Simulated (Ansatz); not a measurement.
The same path of CH6O2Si2 (11 atoms, charge 0, multiplicity 1) was run 3 times with different band settings. Lost on the way: Si5–H11. Made: O4–H11.

The calculation used RKS PBE0/def2-SVP (Ansatz).

Relaxed end points:

```xyz
11
Properties=species:S:1:pos:R:3
C 0.635 1.104 0.172
O -0.631 0.946 0.799
Si -1.452 -0.495 0.588
O -0.406 -1.345 -0.401
Si 1.000 -0.518 -0.798
H 1.404 1.308 0.939
H 0.610 1.985 -0.493
H -1.648 -1.198 1.885
H -2.760 -0.272 -0.085
H 1.106 -0.323 -2.273
H 2.206 -1.249 -0.312
```

```xyz
11
Properties=species:S:1:pos:R:3
C 0.722 1.259 0.096
O -0.676 1.006 0.356
Si -1.158 -0.546 0.506
O 0.180 -1.378 -0.222
Si 1.514 -0.104 -1.072
H 1.249 1.349 1.064
H 0.794 2.245 -0.393
H -1.229 -1.077 1.896
H -2.403 -0.817 -0.249
H 0.486 0.139 -2.180
H 0.587 -2.134 0.219
```

Common settings: movable images 5; climbing image yes; spring 5.0 eV/Å²; optimiser quadratic models (default); start path through a guess of the saddle point; iteration limit 60; end points relaxed.

| run | force threshold |
| --- | --- |
| 1 | 0.05 eV/Å |
| 2 | 0.5 eV/Å |
| 3 | 0.5 eV/Å |

**Question.** What does each run give, and how far can it be trusted?

**Answer.** Run 1: converged after 13 iterations, highest image 3.217 eV above the first end. Neighbouring images differ by up to 1.6 eV, so the band resolves the path poorly. A vibrational analysis at the climbing image gives one clearly imaginary mode, 1496i cm⁻¹: a first-order saddle point.
Run 2: converged after 7 iterations, highest image 3.232 eV above the first end. The threshold of 0.5 eV/Å is loose, so the images may lie well off the minimum-energy path. Neighbouring images differ by up to 1.4 eV, so the band resolves the path poorly. The order of the stationary point at the top wasn't checked.
Run 3: converged after 7 iterations, highest image 3.232 eV above the first end. The threshold of 0.5 eV/Å is loose, so the images may lie well off the minimum-energy path. Neighbouring images differ by up to 1.4 eV, so the band resolves the path poorly. The order of the stationary point at the top wasn't checked.
The orbitals stay closed-shell, which can raise the energy where a bond breaks towards radicals; this wasn't checked here.
